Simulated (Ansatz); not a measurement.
Start from `C[Te]C` and change one element to get `CSC`.

Ansatz, PBE0-D4/def2-TZVP geometries, multiplicity 1. 

Elements past krypton have def2 core potentials.

| property | `C[Te]C` |
| --- | --- |
| HOMO energy (ωB97M-V/def2-TZVPP) / eV | -7.78 |
| HOMO energy (B3LYP/def2-TZVPP) / eV | -5.45 |
| size of the dipole moment (ωB97M-V/def2-TZVPP) / D | 1.23 |
| LUMO energy (PBE0/def2-TZVPP) / eV | -0.37 |
| HOMO–LUMO gap (PBE0/def2-TZVPP) / eV | 5.28 |
| size of the dipole moment (B3LYP/def2-TZVPP) / D | 1.24 |

(1) What does the change do to each property? (Estimate.)

Answers

(1) Ansatz gave: 
```
                                          property  `CSC`  shift
             HOMO energy (ωB97M-V/def2-TZVPP) / eV  -8.46  -0.68
               HOMO energy (B3LYP/def2-TZVPP) / eV  -6.01  -0.56
size of the dipole moment (ωB97M-V/def2-TZVPP) / D   1.51   0.28
                LUMO energy (PBE0/def2-TZVPP) / eV   1.04   1.41
              HOMO–LUMO gap (PBE0/def2-TZVPP) / eV   7.27   1.99
  size of the dipole moment (B3LYP/def2-TZVPP) / D   1.52   0.28
```

With PBE0 the HOMO falls by 0.58 eV and the LUMO rises by 1.41 eV, so the gap widens by about 1.99 eV. PBE moves the HOMO by -0.38 eV and ωB97M-V by -0.68 eV. Dipoles are sizes alone; their direction can turn.

B3LYP here is the variant with VWN-RPA as its local correlation; programs differ in this.

Spin–orbit coupling is left out; it splits and shifts lone-pair levels of the heavy atoms by tenths of an eV.
